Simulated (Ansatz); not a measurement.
Consider the redistribution: `CCO[SiH2]OC` + `B[SiH2]C` → `B[SiH2]OCC` + `CO[SiH2]C`.

Calculated with Ansatz (gas phase, PBE0-D4/def2-TZVP geometries, no zero-point term in ΔE). CBS: MP2 limit from def2 TZ/QZ plus the TZ coupled-cluster correction, frozen cores. Functionals use def2-TZVPP. HSE06 is defined as in plane-wave codes. One conformer a species, not always the lowest.

Is it downhill or uphill in electronic energy at CCSD(T)/CBS, and by how much? (Best estimate.)

Computed: Uphill: ΔE = +22.4 kJ/mol.

What do these levels give: revPBE-D4, PBE0-D4, HSE06-D4, B2PLYP, r2SCANh, LC-ωPBE, RPA@PBE/def2-TZVPP, MP2/def2-SVP, HF/def2-TZVPP, CCSD(T)/def2-TZVPP, HF/def2-QZVPP, HF/CBS(def2)? (An estimate is asked.)

Computed: revPBE-D4 20.9, PBE0-D4 21.9, HSE06-D4 21.9, B2PLYP 22.1, r2SCANh 21.9, LC-ωPBE 22.2, RPA@PBE/def2-TZVPP 22.8, MP2/def2-SVP 24.7, HF/def2-TZVPP 21.7, CCSD(T)/def2-TZVPP 23.1, HF/def2-QZVPP 21.7, HF/CBS(def2) 21.7 kJ/mol.

Largest T1 diagnostic among the species: 0.011.

Leaving LDA and LC-ωPBE aside and taking each functional with its dispersion term where it has one, the values, not all of them listed here, spread over 2.4 kJ/mol, from B97M-V to PBE-QIDH.
